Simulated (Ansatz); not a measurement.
Species: C₃H₂, SMILES `[C]1C=C1` (charge 0, multiplicity 1).

Task: Give a relaxed geometry from PBE0-D3(BJ)/def2-TZVP (Ansatz, a program for electronic structure).

Result: the end point of this relaxation (outside a Z-matrix the atoms follow the SMILES, hydrogens last).
Cartesian coordinates (Å) in one orientation:
```xyz
5

C     -0.021     1.213     0.065
C     -0.618    -0.044    -0.170
C      0.619    -0.025     0.290
H     -1.486    -0.595    -0.498
H      1.505    -0.549     0.614
```
